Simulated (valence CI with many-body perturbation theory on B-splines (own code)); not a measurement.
# Level structure of Os63+

Calculated by configuration interaction combined with many-body perturbation theory (CI+MBPT): three valence electrons over a frozen Dirac-Fock core [Ne], a basis of 11 s, 11 p, 9 d, 7 f, 5 g, 2 h, 1 i functions for each j, with the one-electron correlation potential Σ1 (screened to all orders), the two-electron term Σ2, the three-electron term Σ3, Breit, model QED; selected single and double excitations, second order for the rest (own B-spline code, finite nucleus).

No measured spectrum was set against this ion. As an estimate, large intervals hold to a few tenths of a per cent, small ones and those within an open d or f shell to about a per cent.

Levels 1 to 45 of 68, with energies above the lowest level, (3s^2 3p1/2) J=1/2. "Leading %" is the weight of the configuration and term that name the level; weights of strongly mixed levels are sums over their largest components and can fall short. In the jj column 3d3/2^4 stands for four electrons in 3d with j = 3/2. Lifetimes count E1, E2, E3, M1 and M2 decay at the calculated energies, and are blank where another channel may lead or the interval is too uncertain; long ones can be off by a factor of two.

```tsv
No.	Configuration	Term	J	E (Ry)	Leading %	Second component	Lifetime	Leading jj
1	3s2 3p	2P°	1/2	0.00	100			3s^2 3p1/2 (100 %)
2	3s 3p2	4P	1/2	12.86	52	31 % 3s 3p2 2S	24.3 ps	3s 3p1/2^2 (99 %)
3	3s2 3p	2P°	3/2	30.36	99		1.33 ns	3s^2 3p3/2 (99 %)
4	3s 3p2	4P	3/2	40.89	88	9 % 3s 3p2 2D	56.0 ps	3s 3p1/2 3p3/2 (99 %)
5	3s 3p2	2D	5/2	42.28	62	37 % 3s 3p2 4P	65.8 ps	3s 3p1/2 3p3/2 (98 %)
6	3s 3p2	2D	3/2	43.86	48	29 % 3s 3p2 2P	1.04 ps	3s 3p1/2 3p3/2 (80 %)
7	3s 3p2	2P	1/2	44.64	69	30 % 3s 3p2 4P	286 fs	3s 3p1/2 3p3/2 (99 %)
8	3s2 3d	2D	3/2	48.16	79	12 % 3s 3p2 2D	218 fs	3s^2 3d3/2 (79 %)
9	3s2 3d	2D	5/2	54.30	97		3.09 ps	3s^2 3d5/2 (97 %)
10	3s 3p 3d	4F°	3/2	56.41	26	24 % 3p3 2P°	2.62 ps	3p1/2^2 3p3/2 (51 %)
11	3s 3p 3d	4F°	3/2	57.40	52	16 % 3p3 2P°	2.01 ps	3s 3p1/2 3d3/2 (64 %)
12	3s 3p 3d	4F°	5/2	58.30	42	32 % 3s 3p 3d 2F°	33.9 ps	3s 3p1/2 3d3/2 (98 %)
13	3s 3p 3d	4D°	1/2	60.32	57	37 % 3s 3p 3d 2P°	346 fs	3s 3p1/2 3d3/2 (99 %)
14	3s 3p 3d	4D°	3/2	60.87	31	21 % 3s 3p 3d 2P°	235 fs	3s 3p1/2 3d3/2 (85 %)
15	3s 3p 3d	4P°	5/2	65.13	38	31 % 3s 3p 3d 4D°	3.18 ps	3s 3p1/2 3d5/2 (100 %)
16	3s 3p 3d	4F°	7/2	66.23	42	35 % 3s 3p 3d 2F°	4.14 ps	3s 3p1/2 3d5/2 (99 %)
17	3s 3p 3d	2F°	5/2	67.00	51	21 % 3s 3p 3d 2D°	3.48 ps	3s 3p1/2 3d5/2 (98 %)
18	3s 3p 3d	2P°	3/2	67.36	37	34 % 3s 3p 3d 2D°	1.37 ps	3s 3p1/2 3d5/2 (92 %)
19	3s 3p2	4P	5/2	72.15	61	38 % 3s 3p2 2D	1.16 ps	3s 3p3/2^2 (99 %)
20	3p2 3d	2D	3/2	72.65	41	34 % 3p2 3d 4F	5.81 ps	3p1/2^2 3d3/2 (99 %)
21	3s 3p2	2S	1/2	74.99	68	18 % 3s 3p2 4P	398 fs	3s 3p3/2^2 (99 %)
22	3s 3p2	2P	3/2	75.53	60	30 % 3s 3p2 2D	196 fs	3s 3p3/2^2 (98 %)
23	3p2 3d	2D	5/2	80.63	34	20 % 3p2 3d 4D	2.78 ps	3p1/2^2 3d5/2 (98 %)
24	3p3	2D°	5/2	86.27	67	14 % 3s 3p 3d 2D°	616 fs	3p1/2 3p3/2^2 (67 %)
25	3p3	4S°	3/2	86.65	49	42 % 3p3 2D°	253 fs	3p1/2 3p3/2^2 (92 %)
26	3p3	2P°	1/2	87.95	79	14 % 3s 3p 3d 2P°	328 fs	3p1/2 3p3/2^2 (79 %)
27	3s 3p 3d	4D°	3/2	88.67	43	34 % 3s 3p 3d 4P°	356 fs	3s 3p3/2 3d3/2 (97 %)
28	3s 3p 3d	4P°	1/2	88.81	77	16 % 3s 3p 3d 4D°	468 fs	3s 3p3/2 3d3/2 (94 %)
29	3s 3p 3d	4D°	5/2	89.03	38	22 % 3s 3p 3d 4F°	265 fs	3s 3p3/2 3d3/2 (77 %)
30	3s 3p 3d	4F°	7/2	89.21	42	38 % 3s 3p 3d 2F°	491 fs	3s 3p3/2 3d3/2 (95 %)
31	3s 3p 3d	2D°	3/2	91.36	60	20 % 3s 3p 3d 4P°	184 fs	3s 3p3/2 3d3/2 (90 %)
32	3s 3p 3d	2F°	5/2	92.31	65	8 % 3p3 2D°	160 fs	3s 3p3/2 3d3/2 (90 %)
33	3s 3p 3d	2P°	1/2	92.74	63	20 % 3s 3p 3d 4D°	144 fs	3s 3p3/2 3d3/2 (85 %)
34	3s 3p 3d	4F°	9/2	93.94	100		3.16 ns	3s 3p3/2 3d5/2 (100 %)
35	3s 3p 3d	2D°	5/2	95.66	46	38 % 3s 3p 3d 4P°	1.10 ps	3s 3p3/2 3d5/2 (98 %)
36	3s 3p 3d	2F°	7/2	96.31	55	38 % 3s 3p 3d 4D°	1.67 ps	3s 3p3/2 3d5/2 (96 %)
37	3s 3p 3d	2D°	3/2	96.58	42	40 % 3s 3p 3d 2P°	1.07 ps	3s 3p3/2 3d5/2 (92 %)
38	3s 3p 3d	2F°	7/2	97.79	71	20 % 3s 3p 3d 4D°	333 fs	3s 3p3/2 3d5/2 (99 %)
39	3s 3p 3d	2P°	1/2	98.48	83	7 % 3s 3p 3d 4D°	1.22 ps	3s 3p3/2 3d5/2 (94 %)
40	3s 3p 3d	2P°	3/2	99.31	75	9 % 3s 3p 3d 4P°	279 fs	3s 3p3/2 3d5/2 (99 %)
41	3s 3p 3d	2D°	5/2	99.48	62	22 % 3s 3p 3d 2F°	281 fs	3s 3p3/2 3d5/2 (95 %)
42	3p2 3d	2F	5/2	100.99	48	36 % 3p2 3d 4F	730 fs	3p1/2 3p3/2 3d3/2 (91 %)
43	3p2 3d	4F	3/2	101.59	41	24 % 3p2 3d 4D	422 fs	3p1/2 3p3/2 3d3/2 (98 %)
44	3p2 3d	4D	1/2	101.81	81	16 % 3p2 3d 2P	384 fs	3p1/2 3p3/2 3d3/2 (99 %)
45	3p2 3d	2G	7/2	102.16	52	26 % 3p2 3d 2F	489 fs	3p1/2 3p3/2 3d3/2 (96 %)
```

The ionisation energy to 3s2 1S_0 of the next ion comes out as 7185.6 eV (NIST: 7185 ± 19 eV (theoretical)). All 68 levels together are meant to be complete up to 117.34 Ry.
